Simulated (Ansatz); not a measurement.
`Cl[Si](Br)(Br)Br` + H–F → `F[Si](Cl)(Br)Br` + HBr at 700 K and 1 bar (ligand exchange at the Si–Br bond).

Gas-phase electronic energies from Ansatz, PBE0-D4/def2-TZVP geometries. CBS: MP2 limit from def2 TZ/QZ plus the TZ coupled-cluster correction, frozen cores. This one scheme is used for every species. For Br outer-core shells are correlated without core-valence functions, which leaves a few kJ/mol of doubt a bond. Scalar relativity is left out up to krypton.

```csv
species,CCSD(T)/CBS energy (Eh),H − E (kJ/mol),S (J/(mol·K))
`Cl[Si](Br)(Br)Br`,-8469.00948,77.7,465.5
H–F,-100.39570,45.2,198.5
`F[Si](Cl)(Br)Br`,-5995.50423,79.3,447.9
HBr,-2573.91920,36.5,223.7
```

H − E and S are ideal-gas, rigid-rotor, harmonic terms from PBE0-D4/def2-TZVP. 1 Eh = 2625.50 kJ/mol, R = 8.31446 J/(mol·K).

**Question.** By hand: ΔE, ΔH, ΔS and ΔG.

**Answer.** ΔE = (-5995.50423) + (-2573.91920) − (-8469.00948) − (-100.39570) = -0.01825 Eh = -47.9 kJ/mol. Δ(H − E) = 79.3 + 36.5 − 77.7 − 45.2 = -7.1, so ΔH = -55.0 kJ/mol. ΔS = 447.9 + 223.7 − 465.5 − 198.5 = 7.6 J/(mol·K). ΔG = -55.0 − 700 × (7.6)/1000 = -60.3 kJ/mol.

**Question.** By hand: the equilibrium constant, and the temperature at which ΔG would vanish if ΔH and ΔS stayed fixed.

**Answer.** log₁₀ K = −ΔG/(RT ln 10) = 4.5. ΔH and −TΔS have one sign here, so there is no such temperature.

The number of gas molecules stays the same, so ΔS is small and ΔH decides. A doubt of 5 kJ/mol in ΔE shifts log₁₀ K by 0.4 here. These are equilibria of isolated gas molecules and say nothing of rates. Largest T1 diagnostic: 0.008 (customary marks: 0.02 for closed shells, 0.045 for open ones).
